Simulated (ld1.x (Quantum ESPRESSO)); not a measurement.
**Co, TM: configuration errors across variants**

Co (Z = 27), norm-conserving Troullier–Martins (Kleinman–Bylander form), made with ld1.x (Quantum ESPRESSO) 7.5 (BLYP, scalar-relativistic). Core [Ne], reference 3s2 3p6 3d8 4s1 4p0. Waves: 3p (bound): rc 0.85 bohr; 3d (bound): rc 0.80 bohr; 3s (bound): rc 1.10 bohr. Local part: the s channel. Core correction: none.

Occupied shells without a wave of their own: 4s. They enter only through the test configuration that unscreens the potential.

All-electron excitation energies from the reference (eV): (1) 3s2 3p6 3d7 4s2 4p0 1.150; (2) 3s2 3p6 3d7 4s1 4p0 10.193; (3) 3s2 3p6 3d7 4s0 4p0 27.167; (4) 3s2 3p6 3d7 4s1.5 4p0 4.740; (5) 3s2 3p6 3d7 4s0 4p1 15.593; (6) 3s2 3p6 3d7 4s1 4p1 5.518; (7) 3s2 3p5 3d7 4s2 4p0 74.471.

For the base: The 4s level has no wave, so the channel is fitted at the deeper level alone: the likely source of the large errors.

The file “base” misses its own reference levels by 0.4 eV. The file “wave 3s (bound): rc 1.10 bohr becomes 3s (bound): rc 1.12 bohr” misses its own reference levels by 0.4 eV. The file “wave 3s (bound): rc 1.10 bohr becomes 3s (bound): rc 1.32 bohr” misses its own reference levels by 0.9 eV. The file “wave 3s (bound): rc 1.10 bohr becomes 3s (bound): rc 1.48 bohr” misses its own reference levels by 1.4 eV. The file “wave 3s (bound): rc 1.10 bohr becomes 3s (bound): rc 1.58 bohr” misses its own reference levels by 1.6 eV.

Errors AE − PS in meV (a dash: test not solved or not reliable):

```csv
change,(1),(2),(3),(4),(5),(6),(7),bound ghosts
base,+494,+3.6,-792,+284,-536,+86,+921,none
wave 3s (bound): rc 1.10 bohr becomes 3s (bound): rc 0.76 bohr,+55,+2.1,-84,+32,-56,+11,+92,none
wave 3s (bound): rc 1.10 bohr becomes 3s (bound): rc 1.12 bohr,+494,+3.6,-792,+284,-536,+86,+921,none
wave 3s (bound): rc 1.10 bohr becomes 3s (bound): rc 1.32 bohr,+1175,-1.5,-1885,+668,-1270,+206,+2104,none
wave 3s (bound): rc 1.10 bohr becomes 3s (bound): rc 1.48 bohr,+1803,-32,-2921,+1007,-1956,+310,+3075,none
wave 3s (bound): rc 1.10 bohr becomes 3s (bound): rc 1.58 bohr,+2019,-81,-3359,+1106,-2244,+328,+3348,none
```

Question: Give the same row for: wave 3s (bound): rc 1.10 bohr becomes 3s (bound): rc 0.92 bohr.

Answer: +142, –, -224, +82, -152, +25, +261; bound ghosts: none.
